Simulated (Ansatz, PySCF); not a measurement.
Species: H$_{4}$Si$_{2}$OF, net charge 0, doublet state. SMILES: F[SiH]O[SiH3]
Geometry: optimised at B3LYP-D3(BJ)/def2-TZVP (Ansatz, a program for electronic structure).

Wanted: size of the dipole moment, in D. Terms: dispersion terms only where a functional's name holds one; open shells spin-unrestricted; six Cartesian d functions in 6-31G* and its kin unless marked 5d; 6-311+G** with 5d, 6d on Na to Ar in Ansatz; spin-orbit terms left out; non-relativistic. Ab initio and DFT rows: single points at B3LYP-D3(BJ) geometries (Ansatz).

```tsv
level	program	size of the dipole moment (D)
PBE/6-311+G**	Ansatz	1.31
BLYP/6-31G*	Ansatz	1.05
B3LYP/STO-3G	Ansatz	0.87
B3LYP/6-31G*	Ansatz	1.16
B3LYP/6-31+G*	Ansatz	1.32
B3LYP/def2-SVP	Ansatz	1.19
M06-2X/6-311+G**	PySCF	1.48
```

No value to compare with is used here. The 7 habitual levels span 0.87 (B3LYP/STO-3G) to 1.48 D (M06-2X/6-311+G**).

The levels are drawn from those run, B3LYP/6-31G* more often than the rest, none by its result; left out are runs that failed, that the program found above a lower state of the same kind, or whose <S^2> lies over 0.5 above the pure value.
